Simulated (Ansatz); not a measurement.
`[S]=[Ta]([Cl])([Cl])[Cl]` + NH₃ → `[NH2][Ta](=[S])([Cl])[Cl]` + HCl at 500 K and 1 bar (ligand exchange at a Ta–Cl bond).

Program: Ansatz. Geometries: PBE0-D4/def2-TZVP. ΔE: electronic, gas phase. CCSD(T)/CBS is the MP2 limit (def2-TZVPP, def2-QZVPP) plus CCSD(T) − MP2 in def2-TZVPP, frozen cores. This one scheme is used for every species. Elements past krypton have def2 core potentials. For Ta outer-core shells are correlated without core-valence functions, which leaves a few kJ/mol of doubt a bond. Each species was taken in one conformer, which may not be the lowest.

```csv
species,CCSD(T)/CBS energy (Eh),H − E (kJ/mol),S (J/(mol·K))
`[S]=[Ta]([Cl])([Cl])[Cl]`,-1834.25051,56.6,425.5
NH₃,-56.50880,108.2,211.8
`[NH2][Ta](=[S])([Cl])[Cl]`,-1430.35946,124.7,442.5
HCl,-460.38127,32.5,201.9
```

H − E and S are ideal-gas, rigid-rotor, harmonic terms from PBE0-D4/def2-TZVP, for one conformer and one mirror image of each species. 1 Eh = 2625.50 kJ/mol, R = 8.31446 J/(mol·K).

Q: By hand: ΔE, ΔH, ΔS and ΔG.

A: ΔE = (-1430.35946) + (-460.38127) − (-1834.25051) − (-56.50880) = 0.01858 Eh = 48.8 kJ/mol. Δ(H − E) = 124.7 + 32.5 − 56.6 − 108.2 = -7.6, so ΔH = 41.2 kJ/mol. ΔS = 442.5 + 201.9 − 425.5 − 211.8 = 7.1 J/(mol·K). ΔG = 41.2 − 500 × (7.1)/1000 = 37.7 kJ/mol.

Q: By hand: the equilibrium constant, and the temperature at which ΔG would vanish if ΔH and ΔS stayed fixed.

A: log₁₀ K = −ΔG/(RT ln 10) = -3.9. ΔG = 0 at ΔH/ΔS = 5803 K, far beyond where these terms or the molecules hold.

The number of gas molecules stays the same, so ΔS is small and ΔH decides. A doubt of 5 kJ/mol in ΔE shifts log₁₀ K by 0.5 here. Other conformers and mirror images would add mixing entropy, several J/(mol·K) or more a flexible species. These are equilibria of isolated gas molecules and say nothing of rates. Largest T1 diagnostic: 0.020 (customary marks: 0.02 for closed shells, 0.045 for open ones).
